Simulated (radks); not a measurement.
Question: Species: P+. Configuration: [Ne] 3s2 3p2. Method: non-relativistic Kohn-Sham, LDA (Slater exchange, Perdew-Wang correlation), spin-polarised, spherical densities, point nucleus; open shells are filled with parallel spins first; computed with a radial shooting solver on a logarithmic mesh with Libxc functionals. Some entries of the table are withheld. Estimate them.

orbital  occ.  eigenvalue (eV)  <r^2> (bohr^2)
1s up       1        -2080.508         0.01463
1s down     1        -2080.230         0.01463
2s up       1        -182.8109          0.3276
2s down     1        -182.4903          0.3268
2p up       3        -135.1759             (1)
2p down     3        -134.7761             (2)
3s up       1         -23.9852           3.810
3s down     1         -22.0193           3.895
3p up       2         -15.0054           5.231
3p down     0         -13.1858           5.567

Answer: 
(1) 2p up <r^2> (bohr^2): 0.2977
(2) 2p down <r^2> (bohr^2): 0.2967
